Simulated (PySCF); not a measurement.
Species: C6H11AlO2.
Atom-mapped SMILES: `[CH3:1][CH:2]([CH3:3])[Al@@H-:4]1[O:5][CH:6]=[CH:7][CH:8]=[O+:9]1` (hydrogens: H10, H11, H12 on C1; H13 on C2; H14, H15, H16 on C3; H17 on Al4; H18 on C6; H19 on C7; H20 on C8)
Bond orders are those of one Lewis drawing.

Method: PBE0-D3(BJ)/def2-SVP geometry optimisation, gas phase (PySCF 2.14.0); density fitting, grid level 1; the optimiser is geomeTRIC in internal coordinates, started from a GFN2-xTB structure with every atom displaced at random (about 0.01 Å).

Step 9: E = -17069.9577 eV
```
atom  x, y, z in Å  |  force x, y, z in eV/Å
C1     -1.8268   -0.7102   -0.6691   -0.005   0.016   0.009
C2     -1.3819    0.2034    0.4758    0.003   0.022  -0.034
C3     -2.3157    0.0788    1.6804    0.013  -0.021   0.017
Al4     0.5253   -0.0156    0.9508    0.029   0.022  -0.034
O5      1.4882    1.4608    0.2872   -0.010  -0.044  -0.006
C6      2.3282    1.4647   -0.6593    0.002   0.001   0.004
C7      2.7277    0.3503   -1.4025   -0.017   0.002   0.016
C8      2.2097   -0.9203   -1.1376    0.008   0.000  -0.007
O9      1.3568   -1.2008   -0.2460   -0.010   0.010   0.021
H10    -1.2168   -0.5736   -1.5770    0.005  -0.002  -0.003
H11    -1.7576   -1.7763   -0.3946    0.002  -0.011   0.004
H12    -2.8789   -0.5227   -0.9534    0.003  -0.002  -0.002
H13    -1.4474    1.2473    0.1070   -0.016   0.002   0.012
H14    -2.0589    0.7860    2.4862    0.004  -0.001  -0.001
H15    -2.2785   -0.9321    2.1222   -0.001   0.001  -0.004
H16    -3.3692    0.2667    1.4038   -0.010   0.004   0.004
H17     1.0455   -0.3399    2.4177   -0.002   0.007   0.010
H18     2.7741    2.4453   -0.9031   -0.002   0.001   0.001
H19     3.4627    0.4731   -2.1971    0.001   0.001  -0.002
H20     2.5639   -1.7691   -1.7483    0.001  -0.008  -0.004
```

Step 10: E = -17069.9586 eV
```
atom  x, y, z in Å  |  force x, y, z in eV/Å
C1     -1.8090   -0.6806   -0.6853   -0.004   0.022   0.008
C2     -1.3752    0.2093    0.4815    0.002   0.024  -0.010
C3     -2.3123    0.0558    1.6806    0.012  -0.026  -0.002
Al4     0.5282   -0.0050    0.9699    0.057   0.017  -0.051
O5      1.4874    1.4632    0.2826   -0.012  -0.038  -0.002
C6      2.3104    1.4592   -0.6785    0.008  -0.014  -0.005
C7      2.7028    0.3364   -1.4134   -0.023   0.012   0.027
C8      2.2065   -0.9349   -1.1129    0.017   0.006   0.003
O9      1.3766   -1.2089   -0.1979   -0.042   0.020   0.014
H10    -1.1921   -0.5220   -1.5850    0.002   0.001  -0.009
H11    -1.7376   -1.7518   -0.4339    0.003  -0.025   0.010
H12    -2.8596   -0.4910   -0.9738    0.005  -0.001  -0.003
H13    -1.4437    1.2608    0.1355   -0.015   0.004   0.010
H14    -2.0612    0.7483    2.5006    0.004  -0.001   0.000
H15    -2.2720   -0.9635    2.1025    0.000   0.002  -0.004
H16    -3.3654    0.2441    1.4039   -0.023   0.006   0.006
H17     1.0356   -0.3030    2.4456    0.004   0.009   0.019
H18     2.7481    2.4382   -0.9430   -0.007   0.002   0.005
H19     3.4216    0.4525   -2.2235    0.003  -0.001  -0.006
H20     2.5613   -1.7912   -1.7123    0.006  -0.019  -0.010
```

Step 11: E = -17069.9603 eV
```
atom  x, y, z in Å  |  force x, y, z in eV/Å
C1     -1.7777   -0.6237   -0.7125    0.005   0.017  -0.003
C2     -1.3673    0.2251    0.4916    0.002   0.015   0.034
C3     -2.3056    0.0093    1.6810    0.003  -0.024  -0.032
Al4     0.5319    0.0231    0.9980    0.072   0.003  -0.048
O5      1.4868    1.4707    0.2686   -0.008  -0.008   0.005
C6      2.2840    1.4471   -0.7135    0.015  -0.033  -0.016
C7      2.6632    0.3069   -1.4288   -0.019   0.018   0.029
C8      2.1970   -0.9606   -1.0693    0.021   0.016   0.015
O9      1.4003   -1.2143   -0.1194   -0.074   0.019  -0.002
H10    -1.1527   -0.4216   -1.5980   -0.003   0.005  -0.013
H11    -1.6932   -1.7026   -0.5023    0.003  -0.031   0.012
H12    -2.8275   -0.4378   -1.0062    0.005   0.001  -0.003
H13    -1.4501    1.2887    0.1888   -0.011   0.007   0.008
H14    -2.0651    0.6718    2.5284    0.002  -0.003   0.003
H15    -2.2519   -1.0257    2.0612    0.001   0.002  -0.003
H16    -3.3606    0.1940    1.4096   -0.028   0.006   0.005
H17     1.0199   -0.2287    2.4882    0.011   0.015   0.022
H18     2.7106    2.4207   -1.0138   -0.010   0.002   0.007
H19     3.3578    0.4057   -2.2620    0.005  -0.004  -0.009
H20     2.5507   -1.8322   -1.6464    0.008  -0.024  -0.012
```

Step 12: E = -17069.9619 eV
```
atom  x, y, z in Å  |  force x, y, z in eV/Å
C1     -1.6337   -0.3715   -0.8016    0.049   0.021  -0.055
C2     -1.3295    0.2903    0.5398    0.018  -0.057   0.177
C3     -2.2654   -0.1942    1.6516   -0.026  -0.001  -0.109
Al4     0.5551    0.1551    1.1122    0.078  -0.007   0.000
O5      1.4896    1.5037    0.2102    0.060   0.175  -0.034
C6      2.1642    1.3800   -0.8525   -0.001  -0.154  -0.019
C7      2.4741    0.1653   -1.4755    0.029   0.035   0.005
C8      2.1370   -1.0557   -0.8831    0.025   0.129   0.051
O9      1.4884   -1.1918    0.1957   -0.166  -0.091  -0.087
H10    -0.9903    0.0181   -1.6094   -0.023  -0.001  -0.006
H11    -1.4735   -1.4615   -0.7662   -0.008  -0.047   0.016
H12    -2.6811   -0.2121   -1.1179   -0.005  -0.003   0.008
H13    -1.4900    1.3806    0.4181   -0.009   0.014   0.014
H14    -2.0825    0.3319    2.6023   -0.011  -0.006   0.013
H15    -2.1378   -1.2723    1.8523   -0.003  -0.004   0.000
H16    -3.3288   -0.0442    1.3916   -0.035   0.000   0.006
H17     0.9794    0.0952    2.6396    0.029   0.036   0.019
H18     2.5421    2.3153   -1.3028   -0.018  -0.003   0.015
H19     3.0562    0.1719   -2.3961    0.004  -0.010  -0.011
H20     2.4769   -1.9881   -1.3653    0.012  -0.025  -0.006
```

Q: Estimate the geometry and energy of step 13. (The exact step hangs on the optimiser's Hessian estimate; all steps are aligned on step 12, rigid shifts and turns removed.)

A: E = -17069.9666 eV, largest force 0.113 eV/Å
```
atom  x, y, z in Å  |  force x, y, z in eV/Å
C1     -1.7041   -0.4793   -0.7642    0.024   0.001  -0.029
C2     -1.3560    0.2710    0.5206    0.002  -0.034   0.108
C3     -2.2872   -0.1138    1.6739   -0.019  -0.004  -0.069
Al4     0.5398    0.1118    1.0535    0.049  -0.014  -0.002
O5      1.4911    1.4986    0.2223    0.011   0.056   0.007
C6      2.2343    1.4108   -0.7975    0.024  -0.023  -0.029
C7      2.5787    0.2259   -1.4548   -0.002   0.021   0.018
C8      2.1617   -1.0156   -0.9678    0.017  -0.002   0.032
O9      1.4281   -1.2018    0.0468   -0.085  -0.001  -0.046
H10    -1.0731   -0.1660   -1.6132   -0.011   0.007  -0.012
H11    -1.5683   -1.5681   -0.6517   -0.001  -0.018   0.010
H12    -2.7557   -0.3189   -1.0657    0.000   0.003   0.001
H13    -1.4948    1.3533    0.3236   -0.006   0.007   0.007
H14    -2.0788    0.4666    2.5874   -0.004  -0.005   0.005
H15    -2.1845   -1.1796    1.9426    0.001  -0.001   0.001
H16    -3.3504    0.0474    1.4183   -0.017   0.000   0.000
H17     0.9956   -0.0308    2.5681    0.023   0.028   0.009
H18     2.6440    2.3622   -1.1806   -0.010   0.002   0.003
H19     3.2253    0.2688   -2.3304    0.000  -0.005  -0.007
H20     2.5047   -1.9266   -1.4881    0.006  -0.017  -0.006
```

The energy changes by -0.0047 eV. The first-order estimate −F·Δx gives -0.0119 eV and the mean of the old and new forces, exact on a quadratic surface, -0.0061 eV. The step makes an angle of 87° with the force vector and moves no atom by more than 0.206 Å.

What follows is the cost of the whole optimisation. Time: 17 min of wall time; peak memory 0.86 GiB. Hardware: one thread, Intel Xeon at 2.50 GHz (x86_64), no GPU (shared host).
